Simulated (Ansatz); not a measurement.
Steps of a relaxation of `[SiH3]N(c1ccccc1)c1ccccc1` with RKS PBE0-D4/def2-TZVP.

```sh
$ ansatz run in.yaml --threads 11 --pin off --events-out ev --progress --plain --max-ram 120832MiB --backend cuda --devices 0, --max-vram 75GiB
```

```yaml
crystal:
  periodic: [false, false, false]
  atoms:
    - {symbol: Si, position_ang: [-2.138855, -1.229693, 1.124544]}
    - {symbol: N, position_ang: [-0.741545, -0.459756, 0.332522]}
    - {symbol: C, position_ang: [-0.918154, 0.633800, -0.544227]}
    - {symbol: C, position_ang: [-2.131260, 1.364341, -0.548073]}
    - {symbol: C, position_ang: [-2.332951, 2.414945, -1.452944]}
    - {symbol: C, position_ang: [-1.329318, 2.777642, -2.363537]}
    - {symbol: C, position_ang: [-0.120015, 2.061294, -2.361154]}
    - {symbol: C, position_ang: [0.088078, 1.001628, -1.470970]}
    - {symbol: C, position_ang: [0.582339, -0.867818, 0.680718]}
    - {symbol: C, position_ang: [1.485579, 0.057913, 1.248396]}
    - {symbol: C, position_ang: [2.778954, -0.343520, 1.603807]}
    - {symbol: C, position_ang: [3.187951, -1.675012, 1.413705]}
    - {symbol: C, position_ang: [2.293240, -2.599221, 0.853917]}
    - {symbol: C, position_ang: [1.002345, -2.197787, 0.478091]}
    - {symbol: H, position_ang: [-1.614000, -2.458847, 1.799521]}
    - {symbol: H, position_ang: [-3.175882, -1.577933, 0.094076]}
    - {symbol: H, position_ang: [-2.778755, -0.335118, 2.156683]}
    - {symbol: H, position_ang: [-2.923769, 1.122855, 0.177992]}
    - {symbol: H, position_ang: [-3.286161, 2.966550, -1.430551]}
    - {symbol: H, position_ang: [-1.486031, 3.607679, -3.067986]}
    - {symbol: H, position_ang: [0.677769, 2.325650, -3.072809]}
    - {symbol: H, position_ang: [1.033420, 0.440277, -1.493935]}
    - {symbol: H, position_ang: [1.157869, 1.096855, 1.404055]}
    - {symbol: H, position_ang: [3.472394, 0.389372, 2.044535]}
    - {symbol: H, position_ang: [4.203117, -1.989203, 1.699728]}
    - {symbol: H, position_ang: [2.604132, -3.643403, 0.694271]}
    - {symbol: H, position_ang: [0.307810, -2.913787, 0.013225]}
basis:
  gaussian: {orbitals: def2-TZVP}
hamiltonian: {xc: pbe0, dispersion: d4}
relax: {f_tol: 0.005, max_steps: 150}
```

Positions (Å) and forces (eV/Å) along the path, 6 of 9 steps:

```xyz
27
step=1 energy=-22009.3809 eV
Si   -2.139   -1.230    1.125    0.410    0.195   -0.217
N    -0.742   -0.460    0.333   -0.309   -0.093    0.138
C    -0.918    0.634   -0.544   -0.043    0.291   -0.260
C    -2.131    1.364   -0.548    0.254   -0.017   -0.118
C    -2.333    2.415   -1.453    0.238   -0.088   -0.011
C    -1.329    2.778   -2.364    0.042   -0.232    0.180
C    -0.120    2.061   -2.361   -0.203   -0.052    0.171
C     0.088    1.002   -1.471   -0.240    0.071    0.035
C     0.582   -0.868    0.681    0.427   -0.079    0.098
C     1.486    0.058    1.248    0.000   -0.285   -0.057
C     2.779   -0.344    1.604   -0.161   -0.173   -0.104
C     3.188   -1.675    1.414   -0.254    0.070   -0.075
C     2.293   -2.599    0.854   -0.050    0.243    0.039
C     1.002   -2.198    0.478    0.077    0.268    0.089
H    -1.614   -2.459    1.800   -0.110    0.268   -0.143
H    -3.176   -1.578    0.094    0.231    0.093    0.219
H    -2.779   -0.335    2.157    0.150   -0.186   -0.237
H    -2.924    1.123    0.178    0.405    0.118   -0.367
H    -3.286    2.967   -1.431    0.517   -0.302   -0.017
H    -1.486    3.608   -3.068    0.081   -0.438    0.375
H     0.678    2.326   -3.073   -0.424   -0.139    0.375
H     1.033    0.440   -1.494   -0.501    0.306    0.021
H     1.158    1.097    1.404    0.172   -0.540   -0.087
H     3.472    0.389    2.045   -0.366   -0.392   -0.229
H     4.203   -1.989    1.700   -0.542    0.167   -0.150
H     2.604   -3.643    0.694   -0.162    0.562    0.083
H     0.308   -2.914    0.013    0.361    0.366    0.249
27
step=2 energy=-22009.5424 eV
Si   -2.118   -1.219    1.115    0.308    0.170   -0.176
N    -0.736   -0.457    0.328   -0.248   -0.113    0.135
C    -0.911    0.630   -0.543   -0.015    0.075   -0.071
C    -2.112    1.351   -0.544    0.084   -0.016   -0.035
C    -2.313    2.394   -1.440    0.043   -0.026   -0.017
C    -1.321    2.753   -2.344    0.017   -0.055    0.056
C    -0.122    2.046   -2.341   -0.052   -0.017    0.028
C     0.086    0.995   -1.460   -0.068    0.025    0.042
C     0.581   -0.860    0.673    0.121   -0.033    0.048
C     1.474    0.055    1.239   -0.013   -0.083   -0.049
C     2.756   -0.343    1.591   -0.040   -0.045   -0.008
C     3.160   -1.663    1.403   -0.065    0.019   -0.018
C     2.273   -2.577    0.847   -0.007    0.054   -0.001
C     0.995   -2.178    0.473    0.013    0.088    0.034
H    -1.599   -2.436    1.785   -0.039    0.058   -0.030
H    -3.146   -1.557    0.093    0.042    0.011    0.057
H    -2.748   -0.327    2.133    0.028   -0.049   -0.044
H    -2.895    1.110    0.174    0.110    0.038   -0.101
H    -3.257    2.936   -1.419    0.139   -0.074    0.000
H    -1.478    3.573   -3.040    0.020   -0.116    0.098
H     0.666    2.308   -3.046   -0.110   -0.035    0.100
H     1.024    0.445   -1.478   -0.137    0.077   -0.007
H     1.151    1.083    1.390    0.045   -0.142   -0.015
H     3.440    0.379    2.031   -0.095   -0.102   -0.064
H     4.162   -1.975    1.688   -0.141    0.045   -0.042
H     2.581   -3.609    0.688   -0.043    0.147    0.026
H     0.306   -2.887    0.018    0.102    0.099    0.057
27
step=3 energy=-22009.5568 eV
Si   -2.107   -1.210    1.110    0.091    0.041   -0.049
N    -0.736   -0.457    0.328   -0.103   -0.053    0.060
C    -0.909    0.627   -0.542    0.006    0.013   -0.017
C    -2.106    1.346   -0.544    0.008   -0.003    0.003
C    -2.306    2.384   -1.437   -0.001    0.019    0.016
C    -1.316    2.743   -2.337   -0.002   -0.007   -0.010
C    -0.122    2.037   -2.335    0.012    0.010    0.004
C     0.085    0.990   -1.455   -0.015   -0.022   -0.006
C     0.579   -0.859    0.674    0.029    0.001   -0.014
C     1.468    0.054    1.236   -0.022   -0.007    0.028
C     2.745   -0.343    1.590    0.011    0.009   -0.014
C     3.150   -1.657    1.399    0.002    0.002   -0.001
C     2.268   -2.568    0.841   -0.003   -0.010    0.006
C     0.992   -2.170    0.471    0.000    0.007   -0.016
H    -1.597   -2.426    1.780    0.000   -0.010    0.005
H    -3.137   -1.550    0.096   -0.011    0.000   -0.002
H    -2.736   -0.325    2.129   -0.007    0.006    0.008
H    -2.885    1.108    0.173   -0.011   -0.002    0.004
H    -3.244    2.928   -1.414   -0.010   -0.002   -0.005
H    -1.471    3.561   -3.030   -0.001    0.007   -0.006
H     0.664    2.298   -3.035    0.005   -0.001   -0.008
H     1.016    0.439   -1.477    0.014    0.004    0.003
H     1.144    1.077    1.392    0.002    0.010   -0.003
H     3.427    0.377    2.027    0.003    0.005    0.008
H     4.149   -1.966    1.681    0.007   -0.003    0.006
H     2.575   -3.595    0.682    0.004   -0.007   -0.007
H     0.310   -2.875    0.010   -0.008   -0.009    0.006
27
step=5 energy=-22009.5573 eV
Si   -2.105   -1.208    1.112   -0.006   -0.003    0.005
N    -0.738   -0.458    0.330   -0.005    0.001    0.001
C    -0.910    0.626   -0.542    0.004    0.006   -0.010
C    -2.106    1.347   -0.544    0.000   -0.002    0.001
C    -2.305    2.386   -1.438    0.000    0.000   -0.002
C    -1.315    2.741   -2.339    0.002   -0.001    0.001
C    -0.121    2.034   -2.336   -0.001    0.000   -0.002
C     0.084    0.987   -1.456    0.001   -0.002    0.006
C     0.578   -0.859    0.674    0.012   -0.003    0.004
C     1.465    0.053    1.242   -0.004    0.000    0.000
C     2.743   -0.343    1.593    0.001    0.000    0.002
C     3.151   -1.655    1.397   -0.002    0.001   -0.001
C     2.270   -2.566    0.836    0.002    0.001   -0.001
C     0.994   -2.169    0.466   -0.002    0.002   -0.003
H    -1.597   -2.426    1.782    0.000   -0.001   -0.001
H    -3.139   -1.546    0.101   -0.001    0.001    0.001
H    -2.733   -0.323    2.133    0.001    0.000    0.002
H    -2.887    1.110    0.172    0.000    0.001    0.000
H    -3.244    2.928   -1.417    0.001    0.000    0.000
H    -1.469    3.559   -3.032    0.000   -0.001    0.000
H     0.665    2.294   -3.036    0.000   -0.001    0.000
H     1.016    0.437   -1.475   -0.001    0.000   -0.002
H     1.140    1.075    1.400    0.000   -0.001    0.001
H     3.423    0.377    2.035   -0.001   -0.001    0.000
H     4.150   -1.965    1.679    0.000    0.001   -0.001
H     2.579   -3.592    0.672    0.000    0.001    0.000
H     0.310   -2.874    0.007    0.001    0.001   -0.001
27
step=6 energy=-22009.5574 eV
Si   -2.106   -1.207    1.115   -0.014   -0.007    0.011
N    -0.740   -0.458    0.332    0.010    0.012   -0.011
C    -0.911    0.625   -0.541    0.000   -0.005    0.001
C    -2.106    1.347   -0.544   -0.002    0.001    0.000
C    -2.304    2.385   -1.439    0.003    0.001    0.002
C    -1.313    2.739   -2.341    0.000   -0.001   -0.001
C    -0.120    2.030   -2.337   -0.001    0.001    0.002
C     0.084    0.984   -1.455    0.001   -0.002   -0.002
C     0.577   -0.859    0.675    0.001   -0.001    0.000
C     1.462    0.053    1.247   -0.002   -0.001    0.007
C     2.741   -0.342    1.597    0.001    0.000   -0.003
C     3.151   -1.654    1.395   -0.001    0.000   -0.001
C     2.272   -2.564    0.829    0.001    0.001    0.002
C     0.995   -2.167    0.462    0.000    0.001   -0.004
H    -1.599   -2.426    1.783    0.001    0.001   -0.002
H    -3.144   -1.542    0.107    0.002    0.002    0.002
H    -2.731   -0.322    2.139    0.003   -0.001   -0.002
H    -2.887    1.112    0.171    0.002    0.000   -0.001
H    -3.241    2.930   -1.419    0.001   -0.001   -0.001
H    -1.466    3.556   -3.035    0.000   -0.002    0.001
H     0.666    2.289   -3.038   -0.001   -0.001    0.000
H     1.015    0.433   -1.475   -0.001    0.001    0.002
H     1.135    1.073    1.410    0.000   -0.002   -0.001
H     3.420    0.376    2.042   -0.001   -0.002    0.000
H     4.151   -1.962    1.676   -0.002    0.000    0.000
H     2.583   -3.588    0.661    0.000    0.002   -0.001
H     0.313   -2.872   -0.002    0.000    0.002    0.001
27
step=9 energy=-22009.5576 eV
Si   -2.106   -1.199    1.130    0.000    0.004   -0.004
N    -0.743   -0.457    0.335    0.001    0.001   -0.002
C    -0.912    0.623   -0.542    0.000   -0.002    0.000
C    -2.106    1.347   -0.548   -0.001    0.000   -0.001
C    -2.301    2.382   -1.447    0.001    0.001    0.002
C    -1.309    2.730   -2.350   -0.001   -0.001   -0.001
C    -0.117    2.019   -2.342    0.001    0.001    0.001
C     0.084    0.976   -1.456    0.001    0.002    0.000
C     0.575   -0.858    0.677    0.000    0.000    0.001
C     1.452    0.048    1.268    0.000    0.000   -0.001
C     2.732   -0.345    1.615    0.001   -0.001   -0.001
C     3.150   -1.650    1.390   -0.001    0.001    0.000
C     2.278   -2.555    0.806    0.000   -0.001    0.001
C     1.000   -2.160    0.442    0.000    0.000    0.000
H    -1.599   -2.426    1.785   -0.002    0.002    0.002
H    -3.157   -1.520    0.131    0.000   -0.003    0.001
H    -2.713   -0.314    2.164    0.001   -0.003    0.002
H    -2.887    1.116    0.169    0.000    0.000   -0.001
H    -3.238    2.928   -1.430    0.000    0.000    0.000
H    -1.461    3.544   -3.048    0.000    0.000    0.000
H     0.670    2.274   -3.043    0.000    0.000    0.000
H     1.015    0.424   -1.472    0.000    0.000    0.000
H     1.118    1.064    1.447    0.000   -0.001    0.000
H     3.405    0.369    2.075   -0.001   -0.001    0.000
H     4.151   -1.958    1.668    0.000    0.000    0.000
H     2.596   -3.575    0.620    0.000    0.001    0.000
H     0.322   -2.860   -0.034    0.000    0.001    0.000
```

It took 16 s on 11 threads of an AMD EPYC 7R13 on a shared host and a whole NVIDIA H100 80 GB, with 1.4 GiB of host memory at the peak.
